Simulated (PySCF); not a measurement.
## How methods differ on the excitation energy of Ni

Ni [Ar] 3d8 4s2 (3F) → Ni [Ar] 3d8 4s1 4p1 (high-spin determinant), as a difference of total energies. All numbers are calculated (PySCF 2.14, the spin-free X2C one-electron Hamiltonian (Gaussian nucleus), in ANO-RCC-VTZP). Correlated levels: valence: [Ar] frozen. The calculations carry no spin-orbit coupling.

```json
{"method": "UHF", "excitation energy (eV)": "2.265"}
{"method": "MP2 (valence)", "excitation energy (eV)": "3.207"}
{"method": "SCS-MP2 (valence)", "excitation energy (eV)": "3.388"}
{"method": "CCSD (valence)", "excitation energy (eV)": "3.312"}
{"method": "CCSD(T) (valence)", "excitation energy (eV)": "3.389"}
```

Question: How much does correlation contribute at CCSD(T) (valence)?

Answer: 3.389 − (2.265) = 1.124 eV, measured against UHF.

A first-order spin-orbit estimate (lowest level to lowest level, LS coupling) adds 0.025 eV.

The basis was made for the ground configuration and has no added diffuse functions, so the excitation energy can come out too high.

The determinant of the upper state mixes LS terms, which raises its energy above the lowest term, most at the Hartree-Fock and MP2 levels.
